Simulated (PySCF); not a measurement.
**SMILES C[C@@H]1CN(C)C[C@H]1F, C$_{6}$H$_{12}$FN**

Molfile (atoms numbered from 1):
```
C6H12FN
     RDKit          3D

 20 20  0  0  0  0  0  0  0  0999 V2000
   -1.7260   -0.6972    1.0171 C   0  0  0  0  0  0  0  0  0  0  0  0
   -1.3842    0.4268    0.0495 C   0  0  2  0  0  0  0  0  0  0  0  0
   -0.3601    0.0037   -1.0012 C   0  0  0  0  0  0  0  0  0  0  0  0
    0.8740    0.0132   -0.2466 N   0  0  0  0  0  0  0  0  0  0  0  0
    2.0875   -0.1873   -0.9784 C   0  0  0  0  0  0  0  0  0  0  0  0
    0.8444    1.1534    0.6506 C   0  0  0  0  0  0  0  0  0  0  0  0
   -0.6266    1.5639    0.7327 C   0  0  1  0  0  0  0  0  0  0  0  0
   -0.8131    2.7247    0.0040 F   0  0  0  0  0  0  0  0  0  0  0  0
   -2.2664   -1.5046    0.5007 H   0  0  0  0  0  0  0  0  0  0  0  0
   -0.8107   -1.1304    1.4473 H   0  0  0  0  0  0  0  0  0  0  0  0
   -2.3650   -0.3393    1.8392 H   0  0  0  0  0  0  0  0  0  0  0  0
   -2.2994    0.8360   -0.4042 H   0  0  0  0  0  0  0  0  0  0  0  0
   -0.5565   -0.9956   -1.4241 H   0  0  0  0  0  0  0  0  0  0  0  0
   -0.3571    0.7328   -1.8428 H   0  0  0  0  0  0  0  0  0  0  0  0
    2.0317   -1.1241   -1.5546 H   0  0  0  0  0  0  0  0  0  0  0  0
    2.3177    0.6372   -1.6918 H   0  0  0  0  0  0  0  0  0  0  0  0
    2.9402   -0.2772   -0.2867 H   0  0  0  0  0  0  0  0  0  0  0  0
    1.2708    0.8987    1.6369 H   0  0  0  0  0  0  0  0  0  0  0  0
    1.4050    2.0286    0.2625 H   0  0  0  0  0  0  0  0  0  0  0  0
   -0.9725    1.7643    1.7598 H   0  0  0  0  0  0  0  0  0  0  0  0
  1  2  1  0
  2  3  1  0
  3  4  1  0
  4  5  1  0
  4  6  1  0
  6  7  1  0
  7  8  1  0
  7  2  1  0
  1  9  1  0
  1 10  1  0
  1 11  1  0
  2 12  1  6
  3 13  1  0
  3 14  1  0
  5 15  1  0
  5 16  1  0
  5 17  1  0
  6 18  1  0
  6 19  1  0
  7 20  1  1
M  END
```

Theory: PySCF, TDDFT CAM-B3LYP/def2-SVPD circular dichroism and optical rotation, one conformer, gas phase. Geometry: PBE0-D3(BJ)/def2-SVP.

States above about 7.5 eV lie in this functional's continuum (it starts at minus the energy of the highest occupied orbital, well below the true ionisation energy for most functionals) and depend on the basis.

Stereocentres: C2 R, C7 S.

Q: Give the optical rotatory dispersion at 633, 589.3, 546, 436, 405, 365, 355 nm.

A: [α] in deg dm⁻¹ (g/mL)⁻¹:
| λ (nm) | origin-invariant length gauge | modified velocity gauge | length gauge (centre of mass) | isotropic polarisability (au) |
| --- | --- | --- | --- | --- |
| 633 | +1.8 | +1.0 | +2.0 | 81.1 |
| 589.3 | +1.8 | +0.9 | +2.1 | 81.4 |
| 546 | +1.7 | +0.8 | +2.1 | 81.7 |
| 436 | -0.2 | -1.6 | +0.5 | 83.0 |
| 405 | -2.3 | -3.7 | -1.4 | 83.5 |
| 365 | -8.1 | -9.6 | -7.0 | 84.5 |
| 355 | -10.7 | -12.1 | -9.4 | 84.9 |

The first excitation lies at 5.90 eV (210 nm) with R = -4.1 × 10⁻⁴⁰ esu² cm² (velocity form).
